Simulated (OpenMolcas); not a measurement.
## neutral terbium: effect of the basis set

* Program: OpenMolcas
* Method: SS-CASPT2, IPEA 0.25 Eh, imaginary shift 0.1 Eh (closed shells correlated: 5s 5p 6s)
* Active space: 9 electrons in 7 orbitals (4f)
* State averaging: 2S+1 = 6 odd, 21 roots; 2S+1 = 4 odd, 224 roots (115 in the spin-orbit step); 2S+1 = 2 odd, 82 roots kept (CI in the orbitals of an earlier block)
* Spin-orbit coupling: state interaction with AMFI integrals over the reference wave functions, term energies averaged over their components

A. ANO-RCC-VDZP [7s6p4d2f1g], DKH2, point nucleus; CASPT2 step about 70 core-seconds
B. ANO-RCC-VTZP [8s7p5d3f2g1h], DKH2, point nucleus; CASPT2 step about 3 core-minutes
C. ANO-RCC-VQZP [9s8p6d4f3g2h], DKH2, point nucleus; CASPT2 step about 7 core-minutes

Energies in cm-1 above 4f9 6s2 6H* 15/2, the measured ground level; measured values from NIST Handbook of Basic Atomic Spectroscopic Data.

```json
{"Level": "4f9 6s2 6H* 15/2", "A": "0.0", "B": "0.0", "C": "0.0", "Measured": "0.0"}
{"Level": "4f9 6s2 6H* 13/2", "A": "2890", "B": "2930", "C": "2930", "Measured": "2772"}
{"Level": "4f9 6s2 6H* 11/2", "A": "4970", "B": "5010", "C": "5000", "Measured": "4670"}
{"Level": "4f9 6s2 6H* 9/2", "A": "6580", "B": "6620", "C": "6610", "Measured": "6175"}
{"Level": "4f9 6s2 6F* 11/2", "A": "7100", "B": "6670", "C": "6640", "Measured": ""}
{"Level": "4f9 6s2 6H* 7/2", "A": "7830", "B": "7870", "C": "7860", "Measured": ""}
{"Level": "4f9 6s2 6F* 9/2", "A": "8360", "B": "7900", "C": "7860", "Measured": ""}
{"Level": "4f9 6s2 6H* 5/2", "A": "8790", "B": "8830", "C": "8810", "Measured": ""}
{"Level": "4f9 6s2 6F* 7/2", "A": "9900", "B": "9470", "C": "9430", "Measured": ""}
{"Level": "4f9 6s2 6F* 5/2", "A": "11100", "B": "10670", "C": "10630", "Measured": ""}
{"Level": "4f9 6s2 6F* 3/2", "A": "11840", "B": "11390", "C": "11340", "Measured": ""}
{"Level": "4f9 6s2 6F* 1/2", "A": "12230", "B": "11770", "C": "11720", "Measured": ""}
{"Level": "4f9 6s2 4F* 9/2(1) [73 %]", "A": "20430", "B": "19480", "C": "19320", "Measured": ""}
{"Level": "4f9 6s2 4I* 15/2 [64 %]", "A": "21580", "B": "20500", "C": "20330", "Measured": ""}
{"Level": "4f9 6s2 4G* 11/2(1)", "A": "22520", "B": "21450", "C": "21280", "Measured": ""}
{"Level": "4f9 6s2 4F* 7/2(1) [65 %]", "A": "24160", "B": "23160", "C": "22980", "Measured": ""}
{"Level": "4f9 6s2 4I* 13/2", "A": "24390", "B": "23320", "C": "23160", "Measured": ""}
{"Level": "4f9 6s2 4M* 21/2", "A": "25020", "B": "24080", "C": "23960", "Measured": ""}
{"Level": "4f9 6s2 4M* 19/2 [62 %]", "A": "26040", "B": "24980", "C": "24860", "Measured": ""}
{"Level": "4f9 6s2 4I* 11/2", "A": "26770", "B": "25730", "C": "25560", "Measured": ""}
{"Level": "4f9 6s2 4G* 9/2(1) [62 %]", "A": "27790", "B": "26770", "C": "26590", "Measured": ""}
{"Level": "4f9 6s2 4I* 9/2", "A": "28850", "B": "27840", "C": "27660", "Measured": ""}
{"Level": "4f9 6s2 4M* 17/2 [61 %]", "A": "28940", "B": "27950", "C": "27830", "Measured": ""}
{"Level": "4f9 6s2 6P* 5/2 [52 %]", "A": "29580", "B": "27880", "C": "27680", "Measured": ""}
```

Deviations, from unrounded energies. A percentage is the sum of absolute deviations over the sum of measured energies, with the sign that they share, or ± where signs differ.

```tsv
Against measurement	Levels	A	B	C
mean absolute deviation (cm-1)	3	280	310	310
fine structure of the ground term (%)	3	+6.1	+6.9	+6.8
```

A lies closest to measurement on these levels and B furthest from it. The largest miss of A in the table is 4f9 6s2 6H* 9/2, by +410 cm-1. The ranking rests on the paired levels alone, and a cruder setting can come out closer through cancelling errors.

The two smallest mean deviations differ by little beside CASPT2's spread within terms, so their order carries little weight.

Among A to C the level of the table that moves most is 4f9 6s2 6P* 5/2 [52 %], by 1900 cm-1 (lowest in C, highest in A). Moves below CASPT2's spread within the term are not significant.

Term energies are means over components that CASPT2 splits; among the terms shown or strongly mixed into the levels shown the widest spread is 240 cm-1 (4f9 6s2 4M*, A). High states are left out of the spin-orbit mixing, which shifts the levels that they would mix with. With the s shell closed, the reference lacks s² → p² mixing. Computed and measured levels are paired by configuration, term and J; levels that our copy of the source lacks, or whose pairing is in doubt (as where it misses far off the trend of its configuration), stay unpaired and out of the deviations. Only configurations of the active space appear. The table leaves out levels that lie high or whose names do not pair safely across all columns.

A share in square brackets marks a mixed level and gives the weight of the term that names it, the lowest over the columns. A number in round brackets counts repeated terms of one configuration in the order of the reference energies. * marks odd parity.
